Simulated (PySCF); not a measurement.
Molfile (atoms numbered from 1):
```
C6H12O2
     RDKit          3D

 20 19  0  0  0  0  0  0  0  0999 V2000
   -1.4461    0.2847   -1.4311 C   0  0  0  0  0  0  0  0  0  0  0  0
   -1.0398   -0.1647   -0.0281 C   0  0  0  0  0  0  0  0  0  0  0  0
   -1.3613    0.9243    0.9926 C   0  0  0  0  0  0  0  0  0  0  0  0
    0.4494   -0.5437   -0.0087 C   0  0  2  0  0  0  0  0  0  0  0  0
    0.9221   -1.1330    1.3168 C   0  0  0  0  0  0  0  0  0  0  0  0
    1.2169    0.6412   -0.3046 O   0  0  0  0  0  0  0  0  0  0  0  0
    2.3684    0.4786   -0.9162 C   0  0  0  0  0  0  0  0  0  0  0  0
    2.8689   -0.5506   -1.2651 O   0  0  0  0  0  0  0  0  0  0  0  0
   -0.8984    1.1810   -1.7123 H   0  0  0  0  0  0  0  0  0  0  0  0
   -1.2363   -0.4931   -2.1623 H   0  0  0  0  0  0  0  0  0  0  0  0
   -2.5099    0.5065   -1.4616 H   0  0  0  0  0  0  0  0  0  0  0  0
   -1.6012   -1.0708    0.2246 H   0  0  0  0  0  0  0  0  0  0  0  0
   -2.3984    1.2340    0.8898 H   0  0  0  0  0  0  0  0  0  0  0  0
   -1.2135    0.5665    2.0075 H   0  0  0  0  0  0  0  0  0  0  0  0
   -0.7227    1.7880    0.8280 H   0  0  0  0  0  0  0  0  0  0  0  0
    0.6472   -1.2706   -0.8081 H   0  0  0  0  0  0  0  0  0  0  0  0
    0.8936   -0.3818    2.1013 H   0  0  0  0  0  0  0  0  0  0  0  0
    1.9441   -1.4903    1.2137 H   0  0  0  0  0  0  0  0  0  0  0  0
    0.2854   -1.9674    1.5962 H   0  0  0  0  0  0  0  0  0  0  0  0
    2.8264    1.4718   -1.0754 H   0  0  0  0  0  0  0  0  0  0  0  0
  1  2  1  0
  2  3  1  0
  2  4  1  0
  4  5  1  0
  4  6  1  0
  6  7  1  0
  7  8  2  0
  1  9  1  0
  1 10  1  0
  1 11  1  0
  2 12  1  0
  3 13  1  0
  3 14  1  0
  3 15  1  0
  4 16  1  6
  5 17  1  0
  5 18  1  0
  5 19  1  0
  7 20  1  0
M  END
```

[PySCF 2.14: PBE0/pcSseg-1 with gauge-including orbitals; structure optimised with GFN2-xTB; rapidly exchanging positions averaged; isolated molecule; no relativistic terms; a single conformation]

Referencing at the same level of theory: TMS for ¹³C (σ = 186.93 ppm), ¹H (σ = 31.72 ppm); H2O for ¹⁷O (σ = 336.08 ppm).

```
      atoms  nucleus  count  Hirshfeld charge  δ (ppm)
         C1      ¹³C      1             -0.12     22.7
         O8      ¹⁷O      1             -0.26    439.4
        H20       ¹H      1              0.06     8.18
         C5      ¹³C      1             -0.12     20.2
        H16       ¹H      1              0.04     5.08
         C7      ¹³C      1              0.18    165.6
         C3      ¹³C      1             -0.12        ?
H17/H18/H19       ¹H      3              0.04        ?
         C2      ¹³C      1             -0.02        ?
H13/H14/H15       ¹H      3              0.04     1.08
         O6      ¹⁷O      1             -0.08    230.0
         C4      ¹³C      1              0.06     75.7
 H9/H10/H11       ¹H      3              0.04        ?
        H12       ¹H      1              0.04     1.57
```

Complete the table.

## Answers


- C2: 37.1 ppm, sp3 CH; aliphatic region, no heteroatom directly attached
- C3: 16.0 ppm, methyl carbon; saturated and bonded to C and H only
- H17/H18/H19: 1.36 ppm, hydrogen on a methyl carbon
- H9/H10/H11: 1.07 ppm, hydrogen on a methyl carbon; far from electronegative atoms and π systems

Shifts are as computed. Against solution values, carbons near 30 ppm lie about +3 ppm off and those near 130 ppm about +5 ppm. Of 1211 compounds with measured shifts, 218 miss one by over three times the rms of a fit or turn the order of signals round; such compounds aren't used in these exercises. Unscaled 17O shifts of doubly bonded oxygen tend to come out too high, by tens of ppm or more. Experimental scales use liquid or dissolved standards, which lie at an offset from isolated H2O (liquid H2O: subtract about 36 ppm).
